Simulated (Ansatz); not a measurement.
`F[Si]1([SiH3])CS1` + H–F → `F[Si]1(F)CS1` + SiH₄  (cleavage of the Si–Si bond)

Calculated with Ansatz (gas phase, PBE0-D4/def2-TZVP geometries, no zero-point term in ΔE). CCSD(T)/CBS is the MP2 limit (def2-TZVPP, def2-QZVPP) plus CCSD(T) − MP2 in def2-TZVPP, frozen cores. This one scheme is used for every species. Functionals use def2-TZVPP.

CCSD(T)/CBS gives -1.29 eV.

Another level gave -1.34 eV. Which?
A. r2SCANh/def2-TZVPP
B. SCS-MP2/def2-TZVPP
C. PBE-D4/def2-TZVPP
D. BLYP-D4/def2-TZVPP

A. r2SCANh -1.34, SCS-MP2/def2-TZVPP -1.42, BLYP-D4 -1.27, PBE-D4 -1.07 eV.

What do rigid-rotor, harmonic-oscillator terms from PBE0-D4/def2-TZVP frequencies (298.15 K, 1 bar) make of the CCSD(T)/CBS value? (An estimate is asked.)

The calculation gave: ΔZPE = -0.01 eV, ΔH = -1.34 eV, ΔS = -13 J/(mol·K), ΔG = -1.29 eV.

Largest T1 diagnostic among the species: 0.013.

Leaving LDA and LC-ωPBE aside and taking each functional with its dispersion term where it has one, the values, not all of them listed here, spread over 0.35 eV, from CAM-B3LYP-D4 to revPBE-D4. At CCSD(T), def2-SVP lies −0.05 eV from the extrapolated value and def2-TZVPP −0.04 eV. From BLYP to BHLYP (50 % exact exchange), in def2-TZVPP and without D4, ΔE moves by −0.14 eV.
